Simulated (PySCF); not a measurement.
B(Br)(vinyl)(OH) (C2H4BBrO), SMILES C=CB(O)Br.

Geometry: ωB97X-D3(BJ)/def2-SVP. Other conformers were not sampled.

The numbers are results of CAM-B3LYP/def2-TZVP (PySCF), not measurements.

Symmetry labels are those of the subgroup Cs that the program uses (full group Cs).

List the valence orbital energies around the gap with their symmetry. (An estimate is asked for; the answer gives what the named calculation found.)


```
orbital  symmetry  energy (eV)
-------  --------  -----------
HOMO−7         A'       -14.35
HOMO−6         A'       -13.72
HOMO−5         A"       -12.79
HOMO−4         A'       -11.82
HOMO−3         A'       -10.79
HOMO−2         A"       -10.06
HOMO−1         A'        -9.71
HOMO           A"        -9.46
LUMO           A"        -0.35
LUMO+1         A'         1.56
LUMO+2         A'         2.55
LUMO+3         A'         2.74
```
